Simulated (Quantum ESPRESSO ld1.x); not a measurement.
Values are calculated unless marked as measured or tabulated.
Task: Radial electron density D(r) = 4 pi r^2 rho(r) of an atom or ion with 48 electrons. Code: ld1.x of Quantum ESPRESSO 7.5. Model: non-relativistic Kohn-Sham, exchange-only PBE, spin-unpolarised, spherical densities, point nucleus.

r (bohr)  D(r) (e/bohr)
0.002753          7.092
0.003179          9.050
0.003701          11.62
0.004308          14.78
0.004975          18.40
0.005792          22.91
0.006743          28.14
0.007787          33.69
0.009066          40.02
0.01055           46.56
0.01219           52.55
0.01419           58.17
0.01652           62.47
0.01908           64.87
0.02221           65.35
0.02586           63.86
0.02986           61.27
0.03476           58.54
0.04047           57.41
0.04674           59.13
0.05441           64.42
0.06334           72.34
0.07315           79.96
0.08516           84.92
0.09914           84.17
0.1145            78.14
0.1333            69.20
0.1552            62.61
0.1792            61.97
0.2086            66.56
0.2429            71.12
0.2805            69.32
0.3265            58.44
0.3801            42.28
0.439             29.14
0.5111            22.84
0.595             23.64
0.6871            26.10
0.7999            25.67
0.9312            21.09
1.075             14.96
1.252             9.205
1.458             5.395
1.683             3.364
1.96              2.152
2.281             1.355
2.635            0.8052
3.067            0.4151
3.571            0.1902
4.124           0.08024
4.801           0.02682
5.589          0.006825
6.454          0.001345
7.514         0.0001598

What is the nuclear charge?

Result: Z = 52. The innermost maximum, from 1s, lies near 1/Z = 0.0192 bohr (found: 0.0213), and its height grows with Z. The density is that of the tellurium ion Te4+ in [Kr] 4d9.5 5s2 5d0.5; the configuration itself is not fixed sharply by these data, and Z only to a few units. D(r) has 4 maxima, at r = 0.0213, 0.0901, 0.253, 0.733 bohr, and minima at 0.0401, 0.169, 0.536 bohr, inside which lie 2.01, 11.36, 28.99 electrons.
